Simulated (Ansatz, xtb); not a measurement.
## Two isomers of C2H8BSe+

We compare a, `CB(C)[SeH2+]`, a singlet, with b, `CB[SeH+]C`, a singlet. Both are isolated ions in the gas phase, relaxed with r2SCAN-D4/def2-SVP; each stands in its lowest conformer found.

a (Å):

| atom | x (Å) | y (Å) | z (Å) |
| --- | --- | --- | --- |
| C | -2.0198 | -1.6979 | 0.5111 |
| C | -0.2284 | -0.3489 | -1.1734 |
| B | -0.9862 | -0.6312 | 0.1307 |
| Se | -0.6269 | 0.8085 | 1.6686 |
| H | -1.8517 | -2.6242 | -0.0635 |
| H | -2.1546 | -1.9397 | 1.5743 |
| H | -2.9935 | -1.3069 | 0.1429 |
| H | 0.0094 | 0.7023 | -1.3950 |
| H | 0.7448 | -0.8784 | -1.0872 |
| H | -0.7391 | -0.8035 | -2.0375 |
| H | 0.7983 | 1.0678 | 1.3903 |
| H | -0.3397 | -0.1334 | 2.7668 |

b (Å):

| atom | x (Å) | y (Å) | z (Å) |
| --- | --- | --- | --- |
| C | -1.5263 | -2.2658 | -0.5534 |
| C | 0.9525 | 1.0347 | 1.1573 |
| B | -0.2766 | -1.4212 | -0.3314 |
| Se | 0.2053 | -0.7341 | 1.5388 |
| H | -2.1972 | -2.4522 | 0.2950 |
| H | -2.1013 | -1.8093 | -1.3840 |
| H | -1.1999 | -3.2355 | -0.9816 |
| H | 0.5752 | -1.1248 | -1.1236 |
| H | -1.1490 | -0.3323 | 1.9679 |
| H | 1.0732 | 1.5414 | 2.1231 |
| H | 0.2914 | 1.5906 | 0.4830 |
| H | 1.9317 | 0.8466 | 0.6978 |

Quicker runs give these differences E(b) − E(a): GFN2-xTB −2.1 kcal/mol; HF/STO-3G +1.4 kcal/mol (at GFN2-xTB geometries); r2SCAN-D4/def2-SVP//GFN2-xTB +11.5 kcal/mol.

Question: Which of the two would you expect CCSD(T)/def2-SVP + ΔMP2/def2-TZVPP electronic energies to favour?

Answer: Structure a; the calculation gives E(b) − E(a) = +7.4 kcal/mol.

The same difference at several levels:

```csv
level,geometry,E(b) − E(a) (kcal/mol),departure from the last row (kcal/mol),"job, with rough time for the two"
GFN2-xTB,GFN2-xTB,−2.1,−9.5,"optimisation, 1.2 s"
HF/STO-3G,GFN2-xTB,+1.4,−6.0,"single point, 1.4 s"
r2SCAN-D4/def2-SVP//GFN2-xTB,GFN2-xTB,+11.5,+4.1,"single point, 7.5 s"
r2SCAN-D4/def2-SVP,r2SCAN-D4/def2-SVP,+11.4,+4.0,"optimisation, 2.1 min"
HF/def2-SVP,r2SCAN-D4/def2-SVP,+8.3,+0.9,part of the CCSD(T) run
MP2/def2-SVP,r2SCAN-D4/def2-SVP,+10.7,+3.3,part of the CCSD(T) run
CCSD(T)/def2-SVP,r2SCAN-D4/def2-SVP,+10.5,+3.1,single point
CCSD(T)/def2-SVP + ΔMP2/def2-TZVPP,r2SCAN-D4/def2-SVP,+7.4,,"single point, 77 s"
```

As drawn, b has 1 C–Se, 1 B–H in place of 1 C–B, 1 Se–H.

GFN2-xTB puts the two in the other order. The largest departure from CCSD(T)/def2-SVP + ΔMP2/def2-TZVPP is that of GFN2-xTB, 9.5 kcal/mol. The last row adds to CCSD(T) the change of the MP2 difference between the two basis sets, here −3.1 kcal/mol, a large step that makes the value less sure.

With harmonic frequencies from r2SCAN-D4/def2-SVP (ideal gas, rigid rotor, one conformer each, 298.15 K, 1 atm): on the last row, ΔE + ΔZPE = +8.6, ΔH = +8.5, ΔG = +8.4 kcal/mol.

The correlated steps freeze 12 core orbitals; the filled d shell of Se is correlated, in a basis made for valence electrons. Codes used: Ansatz 0.2.0, xtb 6.7.1; the last row on 2 threads of Intel(R) Xeon(R) Processor @ 2.50GHz (Skylake/Cascade Lake) on a shared host.
